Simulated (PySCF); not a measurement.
C₄H₄ClF. Atoms are numbered in the order given.

```xyz
10

C      1.0934    -1.9834     0.0000
C      0.4592    -0.8015     0.0000
Cl    -1.2787    -0.7756     0.0000
C      1.1653     0.4710     0.0000
C      0.7024     1.7266     0.0000
F     -0.5709     2.0742     0.0000
H      0.5412    -2.9235     0.0000
H      2.1850    -2.0158     0.0000
H      2.2553     0.3887     0.0000
H      1.3727     2.5914     0.0000
```
Charge 0, spin multiplicity 1.

Geometry: PBE0-D3(BJ)/def2-SVP. The structure was generated by enumeration; whether it is a known compound was not checked. Other conformers were not sampled.

Method: PBE0-D3(BJ)/def2-SVP (PySCF 2.14.0).

Frequencies are harmonic and unscaled.

Computed harmonic wavenumbers and intensities:
```csv
mode,ν (cm⁻¹),IR (km/mol),moving atoms (share of kinetic energy)
1,62,0.8,"C 42 %, F 32 %, H 17 %, Cl 9 %"
2,176,0.9,"F 50 %, Cl 40 %"
3,321,2.1,"C 43 %, F 32 %, Cl 20 %"
4,335,11.8,"C 67 %, H 28 %"
5,392,3.2,"C 51 %, H 31 %, Cl 17 %"
6,613,1.3,"C 76 %, H 20 %"
7,656,20.4,"C 58 %, Cl 31 %, H 11 %"
8,695,1.8,H 92 %
9,785,6.4,"C 80 %, F 10 %"
10,810,16.2,"H 72 %, C 26 %"
11,891,49.2,"H 70 %, C 30 %"
12,921,3.3,"H 51 %, C 43 %"
13,951,0.1,"H 77 %, C 23 %"
14,1082,41.4,"H 44 %, C 35 %, F 21 %"
15,1251,82.2,"C 58 %, H 39 %"
16,1303,63.7,"H 69 %, C 18 %, F 13 %"
17,1374,4.2,"H 82 %, C 17 %"
18,1444,50.1,"H 58 %, C 40 %"
19,1677,4.6,"C 90 %, H 10 %"
20,1777,137.3,C 94 %
21,3186,1.6,H 94 %
22,3208,1.3,H 92 %
23,3229,5.9,"H 91 %, C 9 %"
24,3300,0.6,"H 89 %, C 11 %"
```
